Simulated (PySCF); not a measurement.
**Mg (magnesium, neutral): UHF calculation**

Configuration: [Ne] 3s1 4s1, 4s spin antiparallel (an excited configuration). Computed with PySCF 2.14 in aug-cc-pVQZ, with no relativity, point nucleus.

```json
{
 "Total energy": "-199.614234 hartree",
 "One-electron energy": "-279.4301 hartree",
 "Hartree (Coulomb) energy": "95.8101 hartree",
 "Exchange energy": "-15.9942 hartree",
 "Kinetic energy": "199.61338 hartree",
 "⟨S²⟩": "0.0000",
 "⟨L²⟩": "0.000",
 "Sum of ⟨r⟩": "12.26 bohr",
 "Sum of ⟨r²⟩": "29.61 bohr²",
 "Density at the nucleus (Gaussians lack the cusp)": "1080 bohr⁻³",
 "Langevin diamagnetic susceptibility": "-23.5 ×10⁻⁶ cm³/mol"
}
```

```json
{"shell": "1s α", "electrons": "1", "mean orbital energy (eV)": "-1334.2", "rms radius, mean of both spins (bohr)": "0.152"}
{"shell": "1s β", "electrons": "1", "mean orbital energy (eV)": "-1334.2", "rms radius, mean of both spins (bohr)": "0.152"}
{"shell": "2s α", "electrons": "1", "mean orbital energy (eV)": "-102.53", "rms radius, mean of both spins (bohr)": "0.756"}
{"shell": "2s β", "electrons": "1", "mean orbital energy (eV)": "-102.53", "rms radius, mean of both spins (bohr)": "0.756"}
{"shell": "2p α", "electrons": "3", "mean orbital energy (eV)": "-62.102", "rms radius, mean of both spins (bohr)": "0.773"}
{"shell": "2p β", "electrons": "3", "mean orbital energy (eV)": "-62.102", "rms radius, mean of both spins (bohr)": "0.773"}
{"shell": "3s α", "electrons": "1", "mean orbital energy (eV)": "-6.886", "rms radius, mean of both spins (bohr)": "3.52"}
{"shell": "4s β", "electrons": "1", "mean orbital energy (eV)": "-6.886", "rms radius, mean of both spins (bohr)": "3.52"}
```

The outer electron is Rydberg-like, and this basis confines it to a smaller radius and binds it less than a complete one would. With the s spin flipped the determinant is a mixture of two multiplicities, not a spectroscopic state.
